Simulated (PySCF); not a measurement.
Constitutional and geometric isomers with formula CH4OSi. Isolated molecules, 0 K electronic values unless said otherwise. One relaxed conformer stands for each flexible species; it need not be the lowest. Strings in code marks are SMILES.

Quantity: vertical ionisation energy (energy after one electron is removed minus that of the parent at the parent's geometry), in eV.

A: `C=[SiH]O` (C–Si–O–H torsion 0°)
B: `C[SiH]=O`
C: `O=C[SiH3]`
D: `C1O[SiH2]1`

Put the candidates in order of vertical ionisation energy (energy after one electron is removed minus that of the parent at the parent's geometry), lowest first, for B3LYP/6-31G* // B3LYP-D3(BJ)/def2-TZVP (PySCF).

A (8.19 eV), C (9.45 eV), D (10.00 eV), B (10.04 eV)
